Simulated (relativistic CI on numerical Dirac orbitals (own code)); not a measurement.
Calculated at this level of theory: Dirac-Coulomb-Breit CI, KLI orbitals optimised for each configuration, QED by a radiative potential, unscaled Slater integrals (own radial code, finite nucleus).

The strongest absorption lines from the ground level of an ion, among the configurations computed and to levels below about 1030 eV (vacuum wavelength in nm, gf): 1.2175 (0.11), 1.3482 (0.55), 1.3628 (0.38), 1.5206 (0.3), 1.6612 (2.6), 1.6895 (0.51), 1.8681 (0.12), 1.8964 (0.13).

(1) Which ion is it?
A. Mn¹⁵⁺
B. Co¹⁷⁺
C. Sc¹¹⁺
D. Mn¹⁷⁺

Answers

(1) A. Mn¹⁵⁺ has 10 electrons and the ground level 2s²2p⁶ ¹S0; the strongest line goes to 2s²2p⁵3d ¹P°1. The pattern of lines fixes the number of electrons, and along that sequence the line energies rise steadily with the charge (about as its square where n changes within one kind of shell, about linearly where n is kept but much faster in heavy ions where fine structure, which grows about as Z⁴, sets the gap, and irregularly where shells cross), which fixes Z. Configurations outside the model, such as inner-shell arrays, can give stronger lines. At this charge energies of transitions that change n are usually good to better than 1 %, and those within a shell (Δn = 0) to a few per cent.

LS names give the leading component of a level, which can be under half, so a name can repeat, a term be missing and a line seem to break the LS rules.
